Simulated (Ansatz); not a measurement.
Geometry optimisation, RKS PBE/def2-SVP (Ansatz).

The input (input.yaml):

```yaml
crystal:
  periodic: [false, false, false]
  atoms:
    - { symbol: Ta, position_ang: [-0.40192, -0.584445, 0.228907] }
    - { symbol: F, position_ang: [2.398022, 0.815222, 0.219469] }
    - { symbol: "N", position_ang: [-0.178448, -0.118271, 2.194519] }
    - { symbol: H, position_ang: [0.219656, -0.7542, 2.897458] }
    - { symbol: H, position_ang: [0.030207, 0.847248, 2.479713] }
    - { symbol: "N", position_ang: [0.37026, -0.769097, -1.623182] }
    - { symbol: H, position_ang: [-0.065878, -0.206742, -2.368851] }
    - { symbol: H, position_ang: [1.338052, -0.980859, -1.910284] }
    - { symbol: O, position_ang: [-0.876292, 1.280692, -0.076258] }
    - { symbol: H, position_ang: [-1.663706, 1.686936, 0.32952] }
    - { symbol: "N", position_ang: [-2.102508, -1.580953, 0.158613] }
    - { symbol: H, position_ang: [-2.689597, -1.763966, 0.979185] }
    - { symbol: H, position_ang: [-2.477432, -2.058396, -0.668648] }
    - { symbol: S, position_ang: [1.31672, -2.267574, 0.945013] }
    - { symbol: H, position_ang: [1.293591, -3.07962, -0.149994] }
    - { symbol: H, position_ang: [2.594571, -0.077775, 0.41952] }
basis:
  gaussian: { orbitals: def2-SVP }
hamiltonian:
  xc: pbe
relax:
  f_tol: 0.03
  max_steps: 50
```

Launched with:

```bash
$ ansatz run input.yaml --threads 4 --pin off --max-ram 5120MiB --backend cpu --events-out ev --progress --plain --runs-dir out
```

Question: Where does it end, and by what steps?

Answer: It converged. After 18 steps the energy has fallen by 0.380 eV; H15 moved furthest, 1.21 Å. Joined: Ta1–F2 (3.13 → 2.36 Å).

```json
{"step": "0", "energy less start (eV)": "0.0000", "largest force component (eV/Å)": "0.707", "accepted": "yes"}
{"step": "1", "energy less start (eV)": "-0.0998", "largest force component (eV/Å)": "0.315", "accepted": "yes"}
{"step": "2", "energy less start (eV)": "-0.1358", "largest force component (eV/Å)": "0.505", "accepted": "yes"}
{"step": "3", "energy less start (eV)": "-0.1483", "largest force component (eV/Å)": "0.997", "accepted": "yes"}
{"step": "4", "energy less start (eV)": "-0.1998", "largest force component (eV/Å)": "0.468", "accepted": "yes"}
{"step": "5", "energy less start (eV)": "-0.2421", "largest force component (eV/Å)": "0.274", "accepted": "yes"}
{"step": "6", "energy less start (eV)": "-0.2777", "largest force component (eV/Å)": "0.505", "accepted": "yes"}
{"step": "7", "energy less start (eV)": "-0.3067", "largest force component (eV/Å)": "0.728", "accepted": "yes"}
{"step": "8", "energy less start (eV)": "-0.3297", "largest force component (eV/Å)": "0.640", "accepted": "yes"}
{"step": "9", "energy less start (eV)": "-0.3519", "largest force component (eV/Å)": "0.567", "accepted": "yes"}
{"step": "10", "energy less start (eV)": "-0.3387", "largest force component (eV/Å)": "0.457", "accepted": "no"}
{"step": "11", "energy less start (eV)": "-0.3720", "largest force component (eV/Å)": "0.184", "accepted": "yes"}
{"step": "12", "energy less start (eV)": "-0.3762", "largest force component (eV/Å)": "0.143", "accepted": "yes"}
{"step": "13", "energy less start (eV)": "-0.3776", "largest force component (eV/Å)": "0.126", "accepted": "yes"}
{"step": "14", "energy less start (eV)": "-0.3784", "largest force component (eV/Å)": "0.104", "accepted": "yes"}
{"step": "15", "energy less start (eV)": "-0.3791", "largest force component (eV/Å)": "0.068", "accepted": "yes"}
{"step": "16", "energy less start (eV)": "-0.3797", "largest force component (eV/Å)": "0.034", "accepted": "yes"}
{"step": "17", "energy less start (eV)": "-0.3798", "largest force component (eV/Å)": "0.036", "accepted": "yes"}
{"step": "18", "energy less start (eV)": "-0.3800", "largest force component (eV/Å)": "0.025", "accepted": "yes"}
```

```xyz
16
Properties=species:S:1:pos:R:3
Ta -0.209 -0.329 0.248
F 1.874 0.766 0.435
N -0.248 -0.420 2.272
H -0.087 -1.210 2.905
H -0.056 0.455 2.782
N 0.186 -0.997 -1.614
H -0.122 -0.426 -2.414
H 0.630 -1.850 -1.963
O -0.649 1.516 -0.111
H -1.565 1.832 -0.203
N -1.956 -1.272 0.223
H -2.555 -1.366 1.049
H -2.358 -1.759 -0.583
S 1.788 -1.978 0.821
H 2.228 -2.364 -0.412
H 2.205 -0.210 0.621
```

Whether the end is a true minimum wasn't checked by a vibrational analysis.

Run time: 33 s on 4 threads of Intel(R) Xeon(R) 6975P-C (Granite Rapids), with other jobs on the host, peak memory 0.28 GiB.
